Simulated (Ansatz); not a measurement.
Mean bond length (Å) of eight silicon and germanium compounds: PBE-D3(BJ) beside PBE0-D3(BJ), computed with Ansatz (a quantum-chemistry and plane-wave program) for isolated molecules in the bases named; differences from unrounded values. The eight are the first of their class met in an unordered collection, after screening for sound electronic states; none was chosen by its value. Each level has its own optimised geometry.

| molecule | basis | PBE0-D3(BJ) |
|---|---|---|
| CH13NSi4, SMILES [SiH3]NC[SiH2][SiH2][SiH3] | def2-SVP | 1.554 |
| C2H3Cl2FSi, SMILES C=C[Si](F)(Cl)Cl | def2-SVP | 1.520 |
| H₄O₄Si, SMILES O[Si](O)(O)O | def2-SVP | 1.305 |
| Si(H)2(OH)(OSiH3) (H6O2Si2), SMILES O[SiH2]O[SiH3] | def2-SVP | 1.487 |
| C₃H₄ClFSi, SMILES C#C[Si@H](Cl)CF | def2-SVP | 1.461 |
| ClH6NSi3, SMILES Cl[SiH]1[SiH2]N[SiH2]1 | def2-SVP | 1.709 |
| C₃H₁₁ClSi₂, SMILES C[Si](C[SiH3])(Cl)C | def2-SVP | 1.431 |
| CH₆O₂Si₂, SMILES O(C=O)[SiH2][SiH3] | def2-SVP | 1.517 |

### Question
Estimate the PBE-D3(BJ) values and say how PBE-D3(BJ) differs from PBE0-D3(BJ) over the set. (Estimate from the structure and the level; the computed values follow.)

### Answer

```tsv
molecule	PBE-D3(BJ)	difference
CH13NSi4, SMILES [SiH3]NC[SiH2][SiH2][SiH3]	1.565	0.010
C2H3Cl2FSi, SMILES C=C[Si](F)(Cl)Cl	1.532	0.012
H₄O₄Si, SMILES O[Si](O)(O)O	1.319	0.015
Si(H)2(OH)(OSiH3) (H6O2Si2), SMILES O[SiH2]O[SiH3]	1.501	0.013
C₃H₄ClFSi, SMILES C#C[Si@H](Cl)CF	1.472	0.011
ClH6NSi3, SMILES Cl[SiH]1[SiH2]N[SiH2]1	1.721	0.012
C₃H₁₁ClSi₂, SMILES C[Si](C[SiH3])(Cl)C	1.440	0.010
CH₆O₂Si₂, SMILES O(C=O)[SiH2][SiH3]	1.529	0.012
```
PBE-D3(BJ) lies below PBE0-D3(BJ) in 0 and above it in 8 of the eight; the mean signed difference is 0.012 and the largest 0.015 Å.
